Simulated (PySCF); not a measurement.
Compound: Si(vinyl)2(nBu)2, C12H24Si.
SMILES: `C=C[Si](C=C)(CCCC)CCCC`

The calculation used TDDFT CAM-B3LYP/def2-SVPD, vertical, gas phase, core orbitals frozen in the response in PySCF 2.14.0, density-fitted response routines. Isolated species at its PBE0-D3(BJ)/def2-SVP geometry (one conformer only).

Broadening: Gaussians 0.5 eV wide at half height, area fixed by f = 4.319×10⁻⁹ ∫ε dν̃. The width is an assumption, not a result. The curve ends short of the highest state used, and states not computed would add to its high-energy end.

```
λ (nm)  ε (L mol⁻¹ cm⁻¹)
 173.4             28235
 174.4             29613
 175.4             30609
 176.4             31109
 177.4             31034
 178.4             30349
 179.4             29067
 180.4             27250
 181.4             24999
 182.4             22440
 183.4             19714
 184.4             16956
 185.4             14287
 186.4             11803
 187.4              9569
 188.4              7624
 189.4              5978
 190.4              4621
 191.4              3528
 192.3              2744
 193.3              2058
 194.3              1535
 195.3              1140
 196.3               844
 197.3               624
 198.3               461
 199.3               341
 200.3               251
 201.3               185
 202.3               135
 203.3                99
 204.3                71
 205.3                51
 206.3                37
 207.3                26
 208.3                18
 209.3                12
 210.3                 8
 211.3                 6
 212.3                 4
 213.3                 3
 214.3                 2
 215.3                 1
 216.3                 1
```

Question: Where are the band maxima, and which computed states make them?

Answer: 177 nm (7.01 eV), ε about 31000, made up of S3 (20%), S4 (48%) and S5 (29%) (ε in L mol⁻¹ cm⁻¹; maxima over ε = 5, shares over 10%). The states used: S1 6.48 eV (f 0.0025); S2 6.51 eV (f 0.0063); S3 6.85 eV (f 0.157); S4 6.96 eV (f 0.287); S5 7.17 eV (f 0.222); S6 7.46 eV (f 0.076); S7 7.50 eV (f 0.082); S8 7.57 eV (f 0.017); S9 7.70 eV (f 0.023); S10 7.75 eV (f 0.073).

Question: Coming from long wavelengths, where does ε first pass 100 L mol⁻¹ cm⁻¹?

Answer: At about 203 nm (6.10 eV), 0.38 eV below S1.

Question: On this curve, what absorbance would a 10⁻³ mol/L sample give at 193 nm over a 1 cm path?

Answer: 193 nm is 6.424 eV, where ε is about 2200 L mol⁻¹ cm⁻¹, so A = ε c l ≈ 2.2 (Beer–Lambert, with the gas-phase spectrum and the assumed width).

Question: Does any computed singlet lie in the visible range?

Answer: No computed singlet lies in the visible range (380 to 750 nm); the lowest, at 191 nm, stands 3.22 eV above its violet end (3.26 eV).

Time: 4.4 min wall, 9.3 min CPU (with the writing of density and orbital grids); peak memory 4.2 GiB. Hardware: 2 threads of an Intel Xeon Platinum 8488C, no GPU, shared host with 96 logical CPUs at a one-minute load of 31.
